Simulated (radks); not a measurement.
Results of a calculation; reference values are marked as such.
Valence configurations of Bi+. Code: a radial shooting solver on a logarithmic mesh with Libxc functionals. Model: scalar-relativistic Kohn-Sham, PBE, spin-unpolarised, spherical densities, finite nucleus; Fermi nuclear charge, rms radius 5.5211 fm. Energies are relative to [Hg] 6p2; eigenvalues in eV.

valence                     E (eV)    e(4f)    e(5d)    e(6p)    e(6s)
[Hg] 6p2                     0.000  -160.77  -35.199  -11.442  -22.094
[Xe] 4f14 5d10 6s1 6p3      10.799  -162.59  -36.862  -12.226  -23.173
[Xe] 4f14 5d10 6s0.5 6p3.5  16.306  -163.47  -37.663  -12.600  -23.685
[Xe] 4f14 5d10 6p4          21.882  -164.34  -38.447  -12.961        -
[Xe] 4f14 5d9 6s2 6p3       25.414  -167.23  -39.909  -12.823  -24.346
[Xe] 4f13.5 5d10 6s1.5 6p3  82.634  -171.80  -39.304  -12.571  -23.888
[Xe] 4f13 5d10 6s2 6p3      158.76  -181.19  -41.814  -12.918  -24.608
[Xe] 4f13 5d9 6s2 6p4       189.36  -187.82  -46.568  -14.238  -26.777
[Xe] 4f12 5d10 6s2 6p4      336.78  -202.23  -48.603  -14.345  -27.055
[Xe] 4f11 5d10 6s2 6p5      534.71  -223.85  -55.557  -15.735  -29.448

NIST lists [Hg] 6p2 as the ground configuration; this level of theory agrees among the configurations tried. The energies are those of spherical spin-averaged densities, not of single terms.
